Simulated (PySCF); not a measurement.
Molecule: SMILES [SiH2]([SiH2][SiH2]C)C, singlet. Atoms near the plane z = 0.0 Å, at the GFN2-xTB optimised geometry (x, y, z in Å): Si4 (-0.5, -0.7, 0.0), H13 (-0.9, 0.7, 0.0), H14 (0.9, -0.7, 0.0).

Method: PBE0/def2-SVP (PySCF). Cells within 0.4 Å of a nucleus heavier than hydrogen are left out (blank, or x). The values are rescaled to run from 0 to 1.

```
|111111111111111111111111111|
|111111111111111111111111111|
|111111111111111111111111111|
|111111111111111111111111111|
|111111111111111111111111111|
|111111111111111111111111111|
|111111111111111111111111111|
|111111111111111111111111111|
|111111111111111111111111111|
|111111112332111111111111111|
|111111125964211111111111111|
|111111236985311111111111111|
|111111236875211111111111111|
|111111124543111221111111111|
|111100011211013443111111111|
|1111000000xxx14675211111111|
|111100000xxxx25899311111111|
|1111000000xxx24786211111111|
|111100001100013443211111111|
|111100011100001222111111111|
|111110111100000111111111111|
|111110011100000111111111111|
|111111000000000111111111111|
|111111100000001111111111111|
|111111111111111111111111111|
|111111111111111111111111111|
|111111111111111111111111111|
```
Scale: ten equal steps from 0.000 (start of '0') to 1.00 (end of '9'), in the order '0123456789'; x runs from -3.00 to 3.00, y from -3.00 (bottom) to 3.00 (top).

Problem. Which quantity is mapped?
A. an orbital amplitude
B. electron localisation function
C. log10 of the electron density
D. deformation density (molecule minus spherical neutral atoms)

Solution. D, deformation density (molecule minus spherical neutral atoms). In full: deformation density (molecule minus spherical neutral atoms) (e/bohr³).
